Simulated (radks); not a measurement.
Values are calculated unless marked as measured or tabulated.
Ionisation of neutral aluminium, [Ne] 3s2 3p1, to Al+, [Ne] 3s2, under several functionals. Dirac Kohn-Sham, spin-unpolarised, spherical densities, point nucleus; open shells are shared between the two j in proportion to 2j + 1; a radial shooting solver on a logarithmic mesh with Libxc functionals. The NIST Atomic Spectra Database gives 5.986 eV (measured). Rank these functionals by the error of their Delta-SCF ionisation energy: PBE; BP86; HCTH/407; OLYP; PBEsol; SOGGA; revPBE; PW91; AM05.

Answer. From best to worst: HCTH/407 5.882 eV (-0.103); BP86 5.860 eV (-0.125); PW91 5.803 eV (-0.183); PBE 5.761 eV (-0.225); revPBE 5.748 eV (-0.238); PBEsol 5.736 eV (-0.250); AM05 5.712 eV (-0.273); SOGGA 5.666 eV (-0.320); OLYP 5.622 eV (-0.363). Spin polarisation and multiplet splitting are left out, so open shells lie too high by an amount that depends on their filling.

Beside tabulated values, note that spin-unpolarised runs miss the spin-polarisation part of the exchange energy of open shells.
